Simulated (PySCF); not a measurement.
Cartesian coordinates in Å; atom numbers follow the order of the lines, from 1:
```xyz
17

C    -2.603   -0.555   -0.406
C    -1.752    0.162    0.601
S    -2.450    0.871    1.902
C    -0.292    0.188    0.362
C     0.563    0.908    1.216
C     1.933    0.935    0.997
C     2.486    0.240   -0.082
C     1.656   -0.479   -0.939
C     0.281   -0.503   -0.721
H    -3.662   -0.467   -0.138
H    -2.449   -0.143   -1.417
H    -2.335   -1.624   -0.450
H     0.113    1.443    2.055
H     2.579    1.502    1.671
H     3.565    0.261   -0.253
H     2.080   -1.026   -1.784
H    -0.349   -1.073   -1.405
```

One computed conformer, equivalent nuclei averaged, relativity neglected, isolated molecule. GIAO PBE0/pcSseg-1 shieldings; PBE0-D3(BJ)/def2-SVP geometry; PySCF 2.14.

References, each an isolated molecule treated in the same way: ¹³C (σref 184.41) and ¹H (σref 31.27) vs TMS; ³³S (σref 495.66) vs CS2.

```json
{"atoms": "S3", "nucleus": "³³S", "count": "1", "δ (ppm)": "950"}
{"atoms": "C6/C8", "nucleus": "¹³C", "count": "2", "δ (ppm)": "133.2"}
{"atoms": "C2", "nucleus": "¹³C", "count": "1", "δ (ppm)": "251.9"}
{"atoms": "H15", "nucleus": "¹H", "count": "1", "δ (ppm)": "7.65"}
{"atoms": "H10/H11/H12", "nucleus": "¹H", "count": "3", "δ (ppm)": "?"}
{"atoms": "C1", "nucleus": "¹³C", "count": "1", "δ (ppm)": "39.3"}
{"atoms": "H14/H16", "nucleus": "¹H", "count": "2", "δ (ppm)": "?"}
{"atoms": "C5/C9", "nucleus": "¹³C", "count": "2", "δ (ppm)": "?"}
{"atoms": "H13/H17", "nucleus": "¹H", "count": "2", "δ (ppm)": "8.49"}
{"atoms": "C4", "nucleus": "¹³C", "count": "1", "δ (ppm)": "143.2"}
{"atoms": "C7", "nucleus": "¹³C", "count": "1", "δ (ppm)": "139.7"}
```

Q: Fill in the missing shifts.

A: 
- C5/C9: 133.0 ppm, aromatic CH; the aromatic region
- H14/H16: 7.52 ppm, hydrogen on an aromatic CH; the ring current deshields protons in the ring plane
- H10/H11/H12: 3.27 ppm, hydrogen on a methyl carbon

Shifts are as computed. Against solution values, carbons near 30 ppm lie about +2 ppm off and those near 130 ppm about +5 ppm. Of 1211 compounds with measured shifts, 218 miss one by over three times the rms of a fit or turn the order of signals round; such compounds aren't used in these exercises.
